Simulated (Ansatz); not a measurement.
Harmonic frequencies (cm⁻¹) at PBE0-D4/def2-TZVP from Ansatz: 197, 334, 345, 498, 567, 601, 731, 838, 987, 1062, 1137, 1325, 1579, 3163, 3875.

Each molecule was computed in one conformer, which needn't be the lowest.

Question: Which molecule is it?
A. `OB1SC1F`
B. `N=C(Br)C=O`
C. `OC1(F)BS1`
D. `O=C(S)BF`

Answer: A.
